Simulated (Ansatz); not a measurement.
`[SiH3][SiH](Br)Br` → `Br[SiH2]Br` + `[SiH2]`  (silylene loss)

Calculated with Ansatz (gas phase, PBE0-D4/def2-TZVP geometries, no zero-point term in ΔE). CCSD(T)/CBS is the MP2 limit (def2-TZVPP, def2-QZVPP) plus CCSD(T) − MP2 in def2-TZVPP, frozen cores. This one scheme is used for every species. Functionals use def2-TZVPP. HSE06 is defined as in plane-wave codes. For Br outer-core shells are correlated without core-valence functions, which leaves a few kJ/mol of doubt a bond. Scalar relativity is left out up to krypton.

Is it downhill or uphill in electronic energy at CCSD(T)/CBS, and by how much? (Estimate.)

Ansatz gave: Uphill: ΔE = +57.8 kcal/mol.

What do these levels give: HSE06-D4, PBE-QIDH, revPBE, CCSD/def2-SVP, HF/def2-QZVPP, CCSD/CBS(def2)? (Estimate.)

Ansatz gave: HSE06-D4 62.6, PBE-QIDH 61.9, revPBE 55.6, CCSD/def2-SVP 52.3, HF/def2-QZVPP 50.7, CCSD/CBS(def2) 56.3 kcal/mol.

Largest T1 diagnostic among the species: 0.014.

The D4 term adds +3.8 kcal/mol with B3LYP and +2.1 kcal/mol with PBE0; it sums over pairs of atoms, weighted by their polarisabilities, and B3LYP, whose exchange is more repulsive, gets the larger term. Leaving LDA and LC-ωPBE aside and taking each functional with its dispersion term where it has one, the values, not all of them listed here, spread over 7.8 kcal/mol, from BLYP-D4 to r2SCAN0-D4. LDA lies +7.7 kcal/mol from PBE without D4. From BLYP to BHLYP (50 % exact exchange), in def2-TZVPP and without D4, ΔE moves by +4.2 kcal/mol.

B3LYP here is the variant with VWN-RPA as its local correlation; programs differ in this.
